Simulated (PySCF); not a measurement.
Computed XPS line lists of a few unrelated compounds.

Level of theory: delta-SCF UKS SCAN, pcX-2 on the ionised atom, pcseg-1 elsewhere, spin-free X2C in PySCF 2.14.0. Geometries: PBE0-D3(BJ)/def2-SVP; isolated species, one conformer each.

Line lists (1s up to Mg, 2p3/2 beyond, nothing for Ge; areas count atoms within a level, one atom standing for each set equivalent by bonding):
1. N 1s: 403.86 eV
2. C 1s: 284.45 (area 1), 284.75 (area 1) eV; Si 2p3/2: 99.96 eV
3. C 1s: 290.59 (area 1), 290.99 (area 1), 291.25 (area 1), 294.66 (area 1) eV; O 1s: 537.65 (area 1), 539.99 (area 1) eV
4. B 1s: 193.73 (area 1), 197.74 (area 1) eV; C 1s: 292.19 (area 1), 292.67 (area 1), 293.03 (area 2) eV; N 1s: 406.40 eV; O 1s: 539.26 eV

Structures:
A. `C=C(C)C(=O)O`
B. `[GeH3][NH][GeH3]`
C. `[BH3-][N+]#CCB(OC)OC`
D. `C#C[SiH2-]`

**Question.** Which list belongs to which compound?

**Answer.** 
- 1 = B: no other candidate has this set of levels. N 1s: 403.86 nitrogen bonded to 2 Ge and H.
- 2 = D: no other candidate has this set of levels. C 1s: 284.45 terminal alkyne carbon, 284.75 alkyne carbon; Si 2p3/2: 99.96 silicon bonded to C and 2 H.
- 3 = A: no other candidate has this set of levels. C 1s: 290.59 terminal =CH2 carbon, 290.99 allylic carbon, 291.25 fully substituted alkene carbon, 294.66 carboxylic acid carbon; O 1s: 537.65 acid carbonyl oxygen, 539.99 acid hydroxyl oxygen.
- 4 = C: no other candidate has this set of levels. B 1s: 193.73 four-coordinate boron, 197.74 three-coordinate boron; C 1s: 292.19 sp3 carbon bound to boron, 292.67 triply bonded carbon, 293.03 methoxy carbon (×2); N 1s: 406.40 nitrogen bonded to B and C; O 1s: 539.26 boron-bound oxygen (×2).

The 2p values aren't plain energy differences: one relaxed spin-free 2p hole is combined with a matrix within the shell (ground-state 2p orbital-energy differences and spin–orbit coupling). 2p3/2, the mean of its two sublevels, lies a third of the splitting below the shell's mean and 2p1/2 two thirds above it; the statistical areas are 2:1. 1 of these hole states is spin-contaminated (⟨S²⟩ 0.87, against 0.75; counted from 0.85) and less certain.
